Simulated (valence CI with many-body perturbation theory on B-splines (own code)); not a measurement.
Pr¹⁸⁺ in three bases

Calculated by valence CI with perturbative core correlation (CI+MBPT): five valence electrons over a frozen Dirac-Fock core [Kr], radial functions for each j: 7 s, 7 p, 8 d, 6 f, 4 g, 1 h, with the one-electron correlation potential Σ1, the two-electron term Σ2, the three-electron term Σ3, Breit, model QED; selected CI, second order for the rest, scaled by the run's own slope (own B-spline code, finite nucleus).

No measured spectrum was set against this ion. As an estimate, terms of the open shell hold to 2 to 4 % of their energy, and close levels can change places. Among the levels kept, up to 610 cm⁻¹ of a level comes from second order outside the variational space, and about a tenth of that is noise between levels of different J, which matters for small intervals. Only levels of the ground parity were solved; by the run's estimate the other parity begins above the list, which can be wrong where configurations are misplaced.

The reference run has the lowest level (4d3/2^3 4d5/2^2) J=5/2 [a] and an ionisation energy of 516.677 eV. Its largest variational space holds 20338 state functions.

Levels are named by their leading jj configuration (3d3/2^4 stands for four electrons in 3d with j = 3/2), which in mixed levels can hold well under half, so a name can repeat and another be missing. Letters in brackets count levels of one name in rising energy.

Changed runs:
A. basis 6 s, 6 p, 5 d, 5 f, 1 g
B. basis 5 s, 5 p, 4 d, 4 f

Excitation energies of the reference run in cm⁻¹, and shifts in cm⁻¹:

```tsv
Level	Reference	A	B
(4d3/2^4 4d5/2) J=5/2	35212	+405	+1391
(4d3/2^3 4d5/2^2) J=7/2 [a]	52527	+353	+1472
(4d3/2^3 4d5/2^2) J=3/2	54852	+355	+1447
(4d3/2^3 4d5/2^2) J=11/2	56115	+338	+1379
(4d3/2^3 4d5/2^2) J=5/2 [b]	59657	+306	+1336
(4d3/2^3 4d5/2^2) J=9/2	60058	+313	+1428
(4d3/2^3 4d5/2^2) J=1/2	65261	+338	+1422
(4d3/2^2 4d5/2^3) J=7/2 [a]	74527	+335	+1722
(4d3/2^3 4d5/2^2) J=5/2 [c]	78634	+450	+1773
(4d3/2^3 4d5/2^2) J=7/2 [b]	85914	+476	+2056
(4d3/2^2 4d5/2^3) J=11/2	86112	+403	+1597
(4d3/2^2 4d5/2^3) J=1/2 [a]	89123	+267	+1535
Ionisation energy (eV)	516.677	-0.047	-0.071
```
